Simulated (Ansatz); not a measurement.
Consider the ligand exchange at the Sn–S bond: `CC[S][SnH3]` + `C[SiH2]N` → `C[SiH2][NH][SnH3]` + `CCS`.

Computed with Ansatz on PBE0-D4/def2-TZVP structures; ΔE is electronic, products minus reactants. CBS: MP2 limit from def2 TZ/QZ plus the TZ coupled-cluster correction, frozen cores. Functionals use def2-TZVPP. Elements past krypton have def2 core potentials. For Sn outer-core shells are correlated without core-valence functions, which leaves a few kJ/mol of doubt a bond. Each species was taken in one conformer, which may not be the lowest.

`CC[S][SnH3]`:

```xyz
12

C     1.239    0.931    0.541
C     0.655    0.758   -0.845
S    -1.168    0.751   -0.901
Sn   -1.638   -1.344    0.162
H     0.995    0.084    1.188
H     0.853    1.834    1.017
H     2.329    1.004    0.489
H     1.030   -0.148   -1.325
H     0.935    1.598   -1.486
H    -3.232   -1.756   -0.272
H    -0.502   -2.477   -0.428
H    -1.498   -1.235    1.862
```

`C[SiH2]N`:

```xyz
10

C     1.146   -0.546    0.588
Si   -0.509   -0.383   -0.270
N    -1.076    1.219   -0.540
H     1.413   -1.600    0.710
H     1.123   -0.087    1.580
H     1.939   -0.064    0.010
H    -1.536   -1.072    0.558
H    -0.413   -1.039   -1.603
H    -1.425    1.776    0.221
H    -0.662    1.797   -1.253
```

`C[SiH2][NH][SnH3]`:

```xyz
13

C    -1.312    1.208   -0.007
Si    0.491    1.237    0.478
N     1.228   -0.223   -0.048
Sn    0.338   -2.003   -0.411
H    -1.432    1.103   -1.088
H    -1.796    2.139    0.299
H    -1.847    0.389    0.482
H     0.578    1.442    1.957
H     1.176    2.407   -0.147
H     2.234   -0.284    0.016
H     1.610   -3.120   -0.613
H    -0.606   -1.867   -1.827
H    -0.662   -2.428    0.909
```

`CCS`:

```xyz
9

C     0.405    0.362   -0.795
C     0.262   -0.221    0.594
S    -1.271   -1.153    0.852
H     0.339   -0.419   -1.555
H     1.369    0.869   -0.901
H    -0.381    1.093   -0.997
H     1.051   -0.950    0.793
H     0.343    0.550    1.362
H    -2.116   -0.130    0.647
```

```json
{"species": "`CC[S][SnH3]`", "r2SCAN-D4 energy (Eh)": "-693.56369"}
{"species": "`C[SiH2]N`", "r2SCAN-D4 energy (Eh)": "-386.56190"}
{"species": "`C[SiH2][NH][SnH3]`", "r2SCAN-D4 energy (Eh)": "-602.12654"}
{"species": "`CCS`", "r2SCAN-D4 energy (Eh)": "-477.97801"}
```

(1) Work out ΔE.

Largest T1 diagnostic among the species: 0.012.

Results:

(1) ΔE = (-602.12654) + (-477.97801) − (-693.56369) − (-386.56190) = 0.02104 Eh = +55.2 kJ/mol. CCSD(T)/CBS gives +50.2 kJ/mol.
